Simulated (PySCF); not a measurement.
BiO⁺: one state, many levels of theory

State: ¹Σ⁺ (singlet), closed shell. Set-up: Bi def2-SVPD with ECP60, O def2-SVPD; scalar-relativistic core potentials (PySCF 2.14). De refers to Bi⁺ + O in their high-spin ground configurations, without counterpoise correction. A positive dipole points towards O; it is taken about the centre of mass and depends on that origin. Levels whose curve was spin-contaminated or gave no clean fit are not listed.

```csv
Level,Re (Å),ωe (cm⁻¹),De (eV),μ (D),"CPU s a point (SCF and correlation, without the integrals)"
RHF,1.832,978,n/a,-4.91,0.12
RHF-CCSD,1.892,845,n/a,n/a,n/a
PBE,1.913,797,n/a,-3.38,1
PW91,1.912,799,n/a,-3.38,0.87
TPSS,1.907,812,n/a,-3.44,2.3
r²SCAN,1.892,839,n/a,-3.56,2.1
PBE0,1.878,867,n/a,-3.81,1.6
B2PLYP,1.939,711,n/a,-4.53,0.7
```

The bond length runs from 1.832 Å (RHF) to 1.939 Å (B2PLYP).

Correlated steps freeze 5 core orbitals. Spin–orbit coupling is left out, which matters for elements this heavy, above all for dissociation energies. B2PLYP dipoles, levels and charges come from its SCF part alone. The CCSD T1 diagnostic is raised, a sign that a single reference may not be enough here.

The whole job (state search and all levels along the bond) took about 3 min on 1 thread of Intel Xeon Platinum 8259CL @ 2.50GHz (shared host), peak memory 0.71 GiB.
